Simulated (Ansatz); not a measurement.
Basis-set extrapolation for C2HF3O2 (`O=C(O)C(F)(F)F`) (PBE0-D4/def2-TZVP geometry, frozen core, the Gaussian-basis code of Ansatz). Multiplicity 1, RHF reference.

|  | def2-TZVPP | def2-QZVPP |
| --- | --- | --- |
| HF | -524.608176 | -524.630872 |
| MP2 correlation | -1.509831 | -1.640659 |
| CCSD(T) correlation | -1.567387 | not run |

Energies in hartree. Use E(X) = E(∞) + A·exp(−7.88·√X) for Hartree–Fock and E(X) = E(∞) + B·X^(−2.97) for correlation, with X = 3 and 4, and add CCSD(T) minus MP2 of the smaller set to the MP2 limit.

Question: What is the CCSD(T) energy at the basis-set limit?

Answer: HF limit: -524.630872 + (-0.022696) × 0.13774 = -524.63400. MP2 limit: -1.640659 + (-0.130828) × 0.74074 = -1.73757. Higher-order term: -1.567387 − (-1.509831) = -0.05756. Total: -526.42913 hartree, 6.90 eV below CCSD(T)/def2-TZVPP.
